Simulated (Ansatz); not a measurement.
Species: C4H6BBr, charge 0, multiplicity 1. 
Structure (B3LYP-D3(BJ)/def2-TZVP (Ansatz, a quantum-chemistry and plane-wave program) minimum search):
```
B
C 1 1.5412
C 2 1.3369 1 126.07
H 3 1.0837 2 121.23 1 0.00
H 3 1.0842 4 116.61 2 -180.00
H 2 1.0890 3 117.21 4 180.00
C 1 1.5412 2 121.29 6 0.00
C 7 1.3369 1 126.07 2 180.00
H 8 1.0837 7 121.23 1 0.00
H 8 1.0842 9 116.61 7 -180.00
H 7 1.0890 8 117.21 9 -180.00
Br 1 1.9508 2 119.35 6 -180.00
```
Charge 0, spin multiplicity 1.

Total electronic energies in hartree. Cores are frozen in the correlated levels unless marked. No spin-orbit coupling. The frozen core is the preceding noble-gas configuration, with the filled d and f shells of earlier blocks. No relativistic terms. Basis-set limits of correlation are two-point, X^-3; Hartree-Fock from the larger set. The bracket is a focal-point correction in the basis named.

The Hartree-Fock reference is unstable (checked in the largest basis), which strains HF and MP2. 

```tsv
level	program	energy (Eh)
HF/STO-3G	Ansatz	-2722.12330
HF/cc-pVTZ	Ansatz	-2752.18354
RI-HF/aug-cc-pVQZ	Ansatz	-2752.19780
PBE/def2-TZVPD	Ansatz	-2754.46200
BLYP/def2-TZVPD	Ansatz	-2755.04478
revPBE-D4/def2-TZVPD	Ansatz + dftd4	-2754.86456
r2SCAN0/def2-TZVPD	Ansatz	-2754.95888
HSE06-D3(BJ)/def2-TZVPD	Ansatz + dftd3	-2754.57863
LC-wPBE-D4/def2-TZVPD	Ansatz + dftd4	-2754.62050
wB97M-V/def2-TZVPD	Ansatz	-2754.87578
RPA@PBE/cc-pVTZ	Ansatz	-2753.61972
CCSD(T)/6-31G	Ansatz	-2752.15584
RI-MP2/CBS(aug-cc-pVTZ,aug-cc-pVQZ)+[CCSD(T)-MP2]/aug-cc-pVDZ	Ansatz	-2753.2980
RI-MP2/CBS(cc-pVTZ,cc-pVQZ)+[CCSD(T)-MP2]/cc-pVQZ	Ansatz	-2753.2962
CCSD(T)/CBS(cc-pVTZ,cc-pVQZ)	Ansatz	-2753.2924
```

Totals of different functionals don't rank their quality; only differences between species are comparable.
